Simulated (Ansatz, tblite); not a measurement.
Cost and result up the ladder for the cluster Al₃Cl₃ (6 atoms). The state is a singlet with charge 0. Geometry: r2SCAN-D4/def2-SVP.

Cartesian coordinates in Å:
```
Al -0.9808 1.3856 -0.0618
Al -1.5811 -1.0371 -0.6640
Al 0.7915 -0.7166 0.2860
Cl 0.5641 -1.3913 -1.9343
Cl -1.5892 2.7270 1.4704
Cl 2.7954 -0.9676 0.9038
```

Ansatz on 4 threads of Arm Neoverse V1 on a shared host; xTB runs through tblite on one thread. Times are rough, summed over both states, and most runs start from the orbitals of an earlier one. No level here is sound enough to serve as a yardstick. The other state is a doublet.

The xTB rows come from tblite. The structure comes from a short search, and lower isomers may exist.

Raw xTB energies of ions are shifted by several eV.

```tsv
level	functions	wall time	vertical IE (eV)	remarks
GFN1-xTB	54	0.017 s	13.08	–
GFN2-xTB	54	0.026 s	11.51	–
PBE-D4/def2-TZVP	222	8.7 s	7.81	restricted SCF unstable in HF (singlet)
PBE0-D4/def2-TZVP	222	22 s	7.89	restricted SCF unstable in HF (singlet)
B97M-V/def2-TZVP	222	31 s	7.90	restricted SCF unstable in HF (singlet)
```
